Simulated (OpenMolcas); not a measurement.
4s² 4p along the 31-electron sequence

* Program: OpenMolcas 26.06
* Method: MS-RASPT2, IPEA 0.25 Eh, imaginary shift 0.1 Eh
* Basis: ANO-RCC-VTZP
* Scalar Hamiltonian: DKH2, point nucleus
* Spin-orbit coupling: state interaction with AMFI integrals over the reference wave functions, term energies averaged over their components

Active space for each ion: 3 electrons in 9 orbitals (RAS2 4s 4p; RAS3 4d, at most 2 electrons); closed shells correlated by CASPT2: 3d.

Computed levels in cm-1 above ²P°_1/2:

```json
{"Level": "²P°_3/2", "Se3+": "3930", "Br4+": "5530", "Kr5+": "7350"}
{"Level": "weight of ²P° in the lowest level (%)", "Se3+": "100", "Br4+": "100", "Kr5+": "100"}
```

Measured, with the error of the calculation in %. Measured levels: Se3+, Br4+ from Moore, Atomic Energy Levels, vol. II, NSRDS-NBS 35 (1971 reprint of NBS Circular 467, 1952); Kr5+ from Saloman, J. Phys. Chem. Ref. Data 36, 215 (2007).

```tsv
Level	Se3+	Br4+	Kr5+
²P°_3/2	4376 (-10.2)	6090 (-9.2)	8110 (-9.4)
```

The fine-structure level ²P°_3/2 changes by a factor of 1.87 from Se3+ to Kr5+. Its fourth root runs 7.92, 8.62, 9.26, with steps per unit of Z of 0.71, 0.64; equal steps would mean a (Z - σ)^4 law with constant σ.

Active for correlation alone: 4d; no level in the range computed is led by a configuration that fills it, so any true level of that kind is missing. Measured partners are found by configuration, term and J. A level has none where our copy of the source lacks it or the pairing is in doubt (some pairs that miss far off the trend of their configuration count as doubtful), and it then counts in no deviation. Only configurations of the active space appear.

° marks odd parity.
